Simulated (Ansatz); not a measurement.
## Ligand exchange: BH(CH3)2 + SnH2(CH3)Cl → BH(CH3)Cl + SnH2(CH3)2

Species: BH(CH3)2, singlet; SnH2(CH3)Cl, singlet; BH(CH3)Cl, singlet; SnH2(CH3)2, singlet. The partners trade CH3 for Cl: B–CH3 and Sn–Cl bonds give way to B–Cl and Sn–CH3.

Shapes, held fixed at every level: PBE0-D4/def2-TZVP. Programs: Ansatz 0.2.0. The zero-point and thermal change to 298 K, harmonic and unscaled (PBE0-D4/def2-TZVP), is -0.2 kJ/mol.

| level | kind | ΔH(298 K) (kJ/mol) | less CCSD(T)/def2-TZVPP |
| --- | --- | --- | --- |
| HF/def2-SVP | Hartree–Fock | +35.5 | +23.3 |
| r2SCAN-D4/def2-TZVPP | meta-GGA | +23.6 | +11.4 |
| B3LYP-D4/def2-TZVPP | global hybrid | +24.6 | +12.4 |
| B2PLYP/def2-TZVPP | double hybrid | +20.5 | +8.3 |
| MP2/def2-SVP | perturbation theory | +9.7 | -2.5 |
| MP2/def2-TZVPP | perturbation theory | +10.2 | -2.0 |
| CCSD/def2-SVP | coupled cluster or CI | +13.0 | +0.8 |
| CCSD(T)/def2-TZVPP | coupled cluster or CI | +12.2 | 0.0 |

The highest level, CCSD(T)/def2-TZVPP, gives ΔH(298 K) = +12.2 kJ/mol; the levels span +9.7 to +35.5. The column of differences is taken from that level and isn't an error. No measured value is set beside it here. For atoms past krypton def2 sets carry core potentials with scalar relativity. Correlated rows may include outer-core shells of Sn, which these sets cover unevenly.
